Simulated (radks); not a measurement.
Polarisability of neutral arsenic, [Ar] 3d10 4s2 4p3, at imaginary frequency. All-electron calculation, scalar-relativistic Kohn-Sham, LDA (Slater exchange, VWN5 correlation), spin-unpolarised, spherical densities, finite nucleus; Fermi nuclear charge, rms radius 4.0968 fm. Program: a radial shooting solver on a logarithmic mesh with Libxc functionals. Response by self-consistent Sternheimer equations with the Hartree and adiabatic LDA kernel, the relativistic mass of each level held fixed and spin-orbit coupling left out.

w (hartree),alpha1(iw) (bohr^3)
0.00266,36.21
0.0143,36.11
0.0360,35.58
0.0697,33.98
0.118,30.70
0.186,25.67
0.280,19.67
0.413,13.77
0.605,8.817
0.892,5.186
1.35,2.829
2.12,1.443
3.59,0.6761
6.94,0.2632
17.5,0.06170

Static values: alpha1 = 36.22 bohr^3 (5.367 angstrom^3; uncoupled 52.44). C6 = 312.0, triple-dipole C9 = 8024 atomic units. One-pole (London) frequency 4 C6 / (3 alpha1^2) = 0.317 hartree, against 0.196 for minus the highest occupied eigenvalue. Recommended static value: 30 bohr^3 (Schwerdtfeger and Nagle, 2023 table).

Beside tabulated values, note that spin-unpolarised runs miss the spin-polarisation part of the exchange energy of open shells.
